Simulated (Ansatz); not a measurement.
Gas-phase electronic energies from Ansatz, PBE0-D4/def2-TZVP geometries. CCSD(T)/CBS adds triple-zeta CCSD(T) − MP2 to the extrapolated MP2 energy (def2 sets, frozen cores). For Br outer-core shells are correlated without core-valence functions, which leaves a few kJ/mol of doubt a bond. Scalar relativity is left out up to krypton. Each species was taken in one conformer, which may not be the lowest.

Reaction (substitution at a C–O bond): `CO[SiH](N)Cl` + HBr → `CBr` + `N[SiH](O)Cl`

| species | CCSD/def2-TZVPP energy (Eh) |
| --- | --- |
| `CO[SiH](N)Cl` | -920.31926 |
| HBr | -2573.29970 |
| `CBr` | -2612.52608 |
| `N[SiH](O)Cl` | -881.10774 |

(1) Work out ΔE.

Largest T1 diagnostic among the species: 0.010.

Results:

(1) ΔE = (-2612.52608) + (-881.10774) − (-920.31926) − (-2573.29970) = -0.01486 Eh = -39.0 kJ/mol. CCSD(T)/CBS gives -42.2 kJ/mol.

Leaving LDA and LC-ωPBE aside and taking each functional with its dispersion term where it has one, the values, not all of them listed here, spread over 9.3 kJ/mol, from PBE-QIDH to CAM-B3LYP-D4. LDA lies +9.5 kJ/mol from PBE without D4. From BLYP to BHLYP (50 % exact exchange), in def2-TZVPP and without D4, ΔE moves by +3.2 kJ/mol.
